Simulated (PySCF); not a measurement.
PBE0-D3(BJ)/def2-TZVP geometry optimisation, IEF-PCM water with PySCF 2.14 and geomeTRIC: [NiF5]3-, charge -3, multiplicity 3. Start (model start, shaken):

```
6

Ni    0.0000    0.0045   -0.0041
F    -0.0134   -0.0068    1.9151
F     0.0009    0.0201   -1.9374
F     1.9207    0.0073    0.0053
F    -0.9634    1.6575   -0.0004
F    -0.9546   -1.6916   -0.0069
```

| step | E − E(start) / kcal mol⁻¹ | largest force / Eh bohr⁻¹ |
| --- | --- | --- |
| 0 | 0.00 | 0.02235 |
| 1 | -4.88 | 0.00575 |
| 2 | -6.16 | 0.00277 |
| 3 | -6.40 | 0.00316 |
| 4 | -6.29 | 0.00470 |
| 5 | -6.86 | 0.00123 |
| 6 | -6.93 | 0.00115 |
| 7 | -7.15 | 0.00192 |
| 8 | -7.71 | 0.00575 |
| 9 | -7.87 | 0.00387 |
| 10 | -8.08 | 0.00355 |
| 11 | -8.26 | 0.00148 |
| 12 | -8.54 | 0.00148 |
| 13 | -8.55 | 0.00308 |
| 14 | -8.60 | 0.00134 |
| 15 | -8.62 | 0.00092 |
| 16 | -8.64 | 0.00037 |
| 17 | -8.66 | 0.00057 |
| 18 | -8.67 | 0.00057 |
| 19 | -8.68 | 0.00068 |
| 20 | -8.69 | 0.00053 |
| 21 | -8.71 | 0.00049 |
| 22 | -8.72 | 0.00025 |
| 23 | -8.46 | 0.00384 |
| 24 | -8.66 | 0.00194 |
| 25 | -8.72 | 0.00106 |
| 26 | -8.75 | 0.00025 |
| 27 | -8.75 | 0.00021 |

The optimisation met its thresholds. End point:

```
6

Ni    0.0448   -0.1005   -0.0059
F    -0.0902   -0.4977    1.9592
F     0.4494   -0.3003   -1.9644
F     1.9615    0.4406    0.2815
F    -0.7930    1.6992   -0.0175
F    -1.5823   -1.2502   -0.2813
```

Metal–donor distances, start → end: F2 1.919 → 2.009 Å, F3 1.933 → 2.010 Å, F4 1.921 → 2.012 Å, F5 1.913 → 1.985 Å, F6 1.946 → 2.011 Å.

No frequencies were computed, so the end point may be a saddle point.

The job took 12 min on one thread of AMD EPYC 9R14 (shared host), with 200 basis functions and a peak of 1.4 GiB, launched as `OMP_NUM_THREADS=1 python lf_run.py task.json out`.
